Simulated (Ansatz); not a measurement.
Start from `CCS[Si](O)(O)O` and change one atom or group to get `O[Si](O)(O)[SeH]`.

Ansatz, PBE0-D4/def2-TZVP geometries, multiplicity 1. Each molecule was computed in one conformer, which needn't be the lowest.

Scalar relativity is left out up to krypton.

```
                                      property  `CCS[Si](O)(O)O`
           HOMO–LUMO gap (PBE/def2-TZVPP) / eV              5.31
size of the dipole moment (PBE/def2-TZVPP) / D              0.64
           HOMO energy (B3LYP/def2-TZVPP) / eV             -6.73
            LUMO energy (PBE0/def2-TZVPP) / eV              0.49
         LUMO energy (ωB97M-V/def2-TZVPP) / eV              1.99
       HOMO–LUMO gap (ωB97M-V/def2-TZVPP) / eV             11.18
```

Question: What does the change do to each property? (An estimate is asked.)

Answer: Ansatz gave: 
```tsv
property	`O[Si](O)(O)[SeH]`	shift
HOMO–LUMO gap (PBE/def2-TZVPP) / eV	5.20	-0.11
size of the dipole moment (PBE/def2-TZVPP) / D	1.84	1.20
HOMO energy (B3LYP/def2-TZVPP) / eV	-6.85	-0.12
LUMO energy (PBE0/def2-TZVPP) / eV	0.18	-0.31
LUMO energy (ωB97M-V/def2-TZVPP) / eV	1.73	-0.26
HOMO–LUMO gap (ωB97M-V/def2-TZVPP) / eV	11.01	-0.17
```

With PBE0 the HOMO falls by 0.12 eV and the LUMO falls by 0.31 eV, so the gap narrows by about 0.19 eV. PBE moves the HOMO by -0.17 eV and ωB97M-V by -0.08 eV. Dipoles are sizes alone; their direction can turn.

B3LYP here is the variant with VWN-RPA as its local correlation; programs differ in this.

Spin–orbit coupling is left out; it splits and shifts lone-pair levels of the heavy atoms by tenths of an eV.
